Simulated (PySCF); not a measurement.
## Si 2p3/2 core levels and what the atom is bonded to

Gas-phase molecules, one conformer each, relaxed by PBE0-D3(BJ)/def2-SVP with no frequency check. Core levels by delta-SCF with SCAN, pcX-2 on the ionised atom and pcseg-1 elsewhere, spin-free X2C (2p3/2 is the spin-free 2p value less a third of a first-order spin-orbit splitting); energies from the vacuum level.

```
               structure (SMILES)            Si bonded to  mean electronegativity of these (Pauling)  Si 2p3/2 (eV)
 P[SiH]1[SiH2][SiH2][SiH2][SiH2]1              2 Si + 2 H                                       2.05         106.08
[OH][Al]([OH])[O][Al]([OH])[SiH3]              1 Al + 3 H                                       2.05         106.31
     [SiH3][Si]([SiH3])([SiH3])Cl             1 Cl + 3 Si                                       2.21              ?
          C[Si](F)([SiH3])B[SiH3]  1 B + 1 C + 1 F + 1 Si                                       2.62         106.96
                B[SiH](Cl)O[SiH3]  1 B + 1 Cl + 1 O + 1 H                                       2.71         108.05
        O[Si](Cl)(O[SiH3])S[SiH3]        1 Cl + 2 O + 1 S                                       3.15         108.91
           O[Si]1(O)N[Si](O)(O)N1               2 N + 2 O                                       3.24         107.95
```

Q: Fit a straight line to the complete rows and predict the core level of Si in [SiH3][Si]([SiH3])([SiH3])Cl, bonded to 1 Cl + 3 Si.

A: E = 102.237 + 1.949·χ (6 points, rms 0.43 eV, correlation 0.905). At 2.21 this gives 106.54 eV; the calculation itself gave 106.86 eV, so the fit is off by 0.32.

For scale, for [SiH3][Si]([SiH3])([SiH3])Cl: hardware: 1 thread of Arm Neoverse V2 (aarch64), shared host; wall time 28 s, peak memory 0.66 GiB, launched as `OMP_NUM_THREADS=1 python cluster_run.py task.json out`.
